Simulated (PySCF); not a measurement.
Compound: C5H7NO.
Bonds: C1–C2 (triple), C2–C3, C3–O4 (double), C3–N5, N5–C6, N5–C7. Hydrogens: H8 on C1; H9, H10, H11 on C6; H12, H13, H14 on C7.

The same species was optimised twice, with GFN2-xTB and with PBE0-D3(BJ)/def2-SVP (PySCF), and the same property calculations (PySCF, gas phase) were run on both structures.

```
     coordinate  GFN2-xTB  PBE0-D3(BJ)/def2-SVP  change
      C2–C3 (Å)     1.449                 1.464  +0.015
      C1≡C2 (Å)     1.200                 1.212  +0.012
      C3–N5 (Å)     1.354                 1.365  +0.011
      N5–C7 (Å)     1.442                 1.441  -0.001
      C3=O4 (Å)     1.217                 1.216  -0.001
      N5–C6 (Å)     1.438                 1.438   0.000
   C1–C2–C3 (°)     171.0                 174.6    +3.6
   C6–N5–C7 (°)     116.1                 117.0    +0.9
   C3–N5–C7 (°)     119.5                 118.5    -1.0
   C2–C3–O4 (°)     120.8                 120.0    -0.8
   C2–C3–N5 (°)     115.5                 116.0    +0.5
   O4–C3–N5 (°)     123.7                 124.0    +0.3
   C3–N5–C6 (°)     124.5                 124.4    -0.1
C2–C3–N5–C6 (°)         0                     0       0
```

Rotational constants: A = 4496, B = 2230, C = 1519 MHz (GFN2-xTB) against A = 4436, B = 2210, C = 1503 MHz (PBE0-D3(BJ)/def2-SVP). Point groups within 0.08 Å: Cs and Cs.

On the GFN2-xTB structure: lowest singlet, TDDFT (eV) 4.97 [CAM-B3LYP/def2-SVPD]; lowest triplet, Tamm–Dancoff (eV) 4.35 [CAM-B3LYP/def2-SVPD]; isotropic polarisability (au) 71.0 [CAM-B3LYP/def2-SVPD]; HOMO (eV) -8.62 [CAM-B3LYP/def2-SVPD]; LUMO (eV) 0.20 [CAM-B3LYP/def2-SVPD]; dipole (D) 4.08 [CAM-B3LYP/def2-SVPD]; HOMO (eV) -7.20 [PBE0/pcSseg-1]; LUMO (eV) -0.79 [PBE0/pcSseg-1]; dipole (D) 4.07 [PBE0/pcSseg-1]; GIAO shielding of C1 (ppm) 99.2 [PBE0/pcSseg-1]; GIAO shielding of C2 (ppm) 106.9 [PBE0/pcSseg-1]; GIAO shielding of C3 (ppm) 31.8 [PBE0/pcSseg-1]; GIAO shielding of O4 (ppm) -90.6 [PBE0/pcSseg-1]; GIAO shielding of N5 (ppm) 139.9 [PBE0/pcSseg-1]; GIAO shielding of C6/C7 (mean) (ppm) 151.0 [PBE0/pcSseg-1].

Problem. What do these properties become on the PBE0-D3(BJ)/def2-SVP structure?

Solution. 
```
                                    property                level  on GFN2-xTB  on PBE0-D3(BJ)/def2-SVP  change
                  lowest singlet, TDDFT (eV)  CAM-B3LYP/def2-SVPD         4.97                     4.95   -0.02
           lowest triplet, Tamm–Dancoff (eV)  CAM-B3LYP/def2-SVPD         4.35                     4.34   -0.01
               isotropic polarisability (au)  CAM-B3LYP/def2-SVPD         71.0                     72.0    +1.0
                                   HOMO (eV)  CAM-B3LYP/def2-SVPD        -8.62                    -8.63   -0.01
                                   LUMO (eV)  CAM-B3LYP/def2-SVPD         0.20                     0.15   -0.05
                                  dipole (D)  CAM-B3LYP/def2-SVPD         4.08                     4.01   -0.07
energy, GFN2-xTB geometry as zero (kcal/mol)  CAM-B3LYP/def2-SVPD          0.0                     -0.6    -0.6
                                   HOMO (eV)        PBE0/pcSseg-1        -7.20                    -7.21   -0.01
                                   LUMO (eV)        PBE0/pcSseg-1        -0.79                    -0.84   -0.05
                                  dipole (D)        PBE0/pcSseg-1         4.07                     4.01   -0.06
energy, GFN2-xTB geometry as zero (kcal/mol)        PBE0/pcSseg-1          0.0                     -0.2    -0.2
                  GIAO shielding of C1 (ppm)        PBE0/pcSseg-1         99.2                     99.4    +0.2
                  GIAO shielding of C2 (ppm)        PBE0/pcSseg-1        106.9                    106.3    -0.6
                  GIAO shielding of C3 (ppm)        PBE0/pcSseg-1         31.8                     30.7    -1.1
                  GIAO shielding of O4 (ppm)        PBE0/pcSseg-1        -90.6                    -94.6    -4.0
                  GIAO shielding of N5 (ppm)        PBE0/pcSseg-1        139.9                    138.4    -1.5
        GIAO shielding of C6/C7 (mean) (ppm)        PBE0/pcSseg-1        151.0                    150.0    -1.0
```

The heavy atoms differ by 0.019 Å rms after alignment. Among bonds between heavy atoms C2–C3 changes most (+0.015 Å). Changes are differences of the printed values. Neither structure is proved a minimum here.

Conformer computed: `[CH:1]#[C:2][C:3](=[O:4])[N:5]([CH3:6])[CH3:7]`: C2–C3–N5–C6 0°.
